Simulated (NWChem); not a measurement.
Species: SnH2OCl2; SMILES [OH][SnH]([Cl])[Cl]

```xyz
6

Sn    -0.3500     0.0691     0.3353
O     -1.9937     0.2421    -0.7232
Cl     1.0062     1.9284    -0.0759
Cl     0.8446    -1.7878    -0.4335
H     -0.7715    -0.0701     1.9705
H     -1.8254     0.3248    -1.6703
```
Atoms are numbered in this order, from 1.

Level: PBE0/def2-SVP with def2 effective core potentials on Sn (NWChem), optimised geometry, unscaled harmonic frequencies. def2 effective core potentials on Sn; no spin-orbit coupling.

```csv
frequency (cm⁻¹),IR intensity (km/mol)
115,4.3
125,10.4
157,22.5
214,123.3
381,26.4
393,79.3
548,39.8
561,67.1
649,71.2
866,100.4
2009,65.0
3886,100.6
```

```yaml
zero_point_energy: 14.2 kcal/mol
thermal correction to the enthalpy at 298.15 K (with zero-point energy): 18.9 kcal/mol
heat capacity Cv: 20.3 cal/(mol K)
entropy at 298.15 K and 1 atm (symmetry number 1): 84.5 cal/(mol K)
```

Rigid rotor and harmonic oscillator.
